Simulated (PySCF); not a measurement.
Bi²⁺: ionisation energy

Bi²⁺ [Xe] 4f14 5d10 6s2 6p1 (2P) → Bi³⁺ [Xe] 4f14 5d10 6s2 (1S), as a difference of total energies. Computed with PySCF 2.14 in aug-cc-pVTZ-DK3, with scalar relativity by spin-free X2C-1e. Correlated levels: valence: [Xe] 4f14 5d10 frozen. The calculations carry no spin-orbit coupling.

```csv
method,ionisation energy (eV)
UHF,23.075
LDA,23.920
PBE,23.657
PBE0,23.687
r2SCAN,23.747
BHandHLYP,23.683
M06-2X,23.731
MP2 (valence),23.270
SCS-MP2 (valence),23.259
```

A first-order spin-orbit estimate (lowest level to lowest level, LS coupling) adds 1.463 eV.

Errors of the correlated levels include the incompleteness of this basis and the frozen core.

Question: Which method comes closest to the reference value, and which is furthest?

Answer: The reference is 25.571 eV (measured; NIST Atomic Spectra Database, ionization energies). Closest: LDA (error -0.189 eV); furthest: UHF (error -1.034 eV), both after the spin-orbit estimate.
